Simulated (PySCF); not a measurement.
**Pauling's electronegativity from computed bond energies: partners of Cs**

CCSD(T) in PySCF with def2-SVPD on every atom (core potentials on Rb, Cs), for the lowest determinant that a PBE0 search found; no spin–orbit coupling. De of Cs2 is 0.36 eV.

```tsv
B	De(B₂) (eV)	De(CsB) (eV)
Na	0.70	0.55
Li	0.89	0.61
F	1.25	4.94
Rb	0.36	0.36
H	4.52	1.56
Cl	1.82	4.19
```

**Question.** With Δ = De(CsB) − [De(Cs₂) + De(B₂)]/2, give Δ and the electronegativity difference √(Δ/eV).

**Answer.** 

```csv
B,Δ (eV),√Δ
Na,0.02,0.14
Li,-0.01,none (Δ < 0)
F,4.13,2.03
Rb,0.00,none (Δ < 0)
H,-0.88,none (Δ < 0)
Cl,3.10,1.76
```

The rule was made for single bonds and measured bond energies; here it is fed with computed well depths. With the arithmetic mean Δ turns negative when the two homonuclear bonds differ much, as for alkali hydrides.

Correlated steps freeze the inner cores (0 to 10 orbitals); shallow outer-core shells are correlated. Weak bonds: Cs2, CsRb, Rb2. Basis-set superposition, not corrected here, can be much of De in a small basis, most of all at correlated wavefunction levels. Spin–orbit coupling is left out, which matters for elements this heavy, above all for dissociation energies. Where the molecule has an RHF reference, its open-shell atoms are computed with UHF. The CCSD T1 diagnostic is raised in CsH, a sign that a single reference may not be enough there.
